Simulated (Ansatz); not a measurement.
`OC[CH2][GeH3]`, charge 0, multiplicity 1.

**Question.** Give a relaxed structure at PBE0-D4/def2-TZVP (the Gaussian-basis code of Ansatz). (Estimate.)

**Answer.** Computed: 
Z-matrix (Å, degrees):
```
C
C 1 1.508
O 1 1.416 2 108.3
H 1 1.100 2 110.0 3 -120.9
H 1 1.100 2 110.0 3 120.9
Ge 2 1.959 1 113.1 3 -180.0
H 2 1.093 1 109.8 3 58.9
H 2 1.093 1 109.8 3 -58.8
H 3 0.960 1 108.6 2 -180.0
H 6 1.540 2 110.4 1 60.1
H 6 1.540 2 110.4 1 -59.8
H 6 1.537 2 109.9 1 -179.9
```
Point group Cs.
This is one stationary point; other conformers may exist.
